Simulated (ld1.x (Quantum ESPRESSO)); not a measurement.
## Reading a pseudo-wave (N)

Columns: radius, all-electron u(r) and pseudo u(r) of the 2s shell (level -18.46 eV) of nitrogen in the configuration [He] 2s2 2p3; PBEsol, scalar-relativistic, TM scheme, ld1.x (Quantum ESPRESSO) 7.5.

```tsv
r (bohr)	all-electron	pseudo
0.062	0.3196	-0.0461
0.125	0.3866	-0.0945
0.188	0.3157	-0.1462
0.250	0.1802	-0.2019
0.312	0.0193	-0.2639
0.375	-0.1469	-0.3342
0.438	-0.3026	-0.4118
0.500	-0.4392	-0.4937
0.562	-0.5567	-0.5778
0.625	-0.6558	-0.6602
0.688	-0.7350	-0.7340
0.750	-0.7949	-0.7936
0.812	-0.8387	-0.8383
0.875	-0.8687	-0.8686
0.938	-0.8860	-0.8860
1.000	-0.8927	-0.8927
1.062	-0.8908	-0.8908
1.125	-0.8815	-0.8815
1.188	-0.8662	-0.8662
1.250	-0.8466	-0.8466
1.312	-0.8234	-0.8234
1.375	-0.7971	-0.7971
1.438	-0.7687	-0.7687
1.500	-0.7394	-0.7394
1.562	-0.7092	-0.7092
1.625	-0.6781	-0.6781
```

(1) How many radial nodes do the two functions have?

(2) At about which radius was the pseudo-wave matched?

(3) Where does each function peak?

(4) Is the pseudo-wave norm-conserving?

Results:

(1) The all-electron 2s function has n − l − 1 = 1; the pseudo-wave has 0, since the states of the same l below it are removed with the core.

(2) 0.95 bohr. The columns agree to 0.0005 from 0.81 bohr on; several derivatives are matched, so the curves merge somewhat inside the radius.

(3) Outermost all-electron maximum near 1.00 bohr, pseudo maximum near 1.00 bohr (to the table’s step).

(4) Yes: the TM scheme keeps the norm inside the radius equal to the all-electron one, which fixes the energy derivative of the logarithmic derivative at the level.
